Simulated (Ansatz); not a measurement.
`OC1(F)[SiH2]S1` + CH₄ → `CC1(F)[SiH2]S1` + H₂O  (formal exchange of groups at a C–O bond)

Gas-phase electronic energies from Ansatz, PBE0-D4/def2-TZVP geometries. CBS: MP2 limit from def2 TZ/QZ plus the TZ coupled-cluster correction, frozen cores. This one scheme is used for every species. Functionals use def2-TZVPP. B3LYP here is the variant with VWN-RPA as its local correlation; programs differ in this. One conformer a species, not always the lowest.

CCSD(T)/CBS gives -30.1 kJ/mol.

Question: Another level gave -15.8 kJ/mol. Which?
A. CCSD/def2-TZVPP
B. MP2/def2-TZVPP
C. B3LYP/def2-TZVPP
D. B3LYP-D4/def2-TZVPP

Answer: D. B3LYP-D4 -15.8, CCSD/def2-TZVPP -25.4, B3LYP -11.3, MP2/def2-TZVPP -30.6 kJ/mol.

Largest T1 diagnostic among the species: 0.014.

In def2-TZVPP, CCSD(T) changes the Hartree–Fock value by −10.1 kJ/mol (the triples alone add +0.3 kJ/mol) and MP2 by −15.7 kJ/mol. From PBE to PBE0 (25 % exact exchange), in def2-TZVPP and without D4, ΔE moves by −4.9 kJ/mol. The D4 term adds −4.5 kJ/mol with B3LYP and −2.6 kJ/mol with PBE0; it sums over pairs of atoms, weighted by their polarisabilities, and B3LYP, whose exchange is more repulsive, gets the larger term.
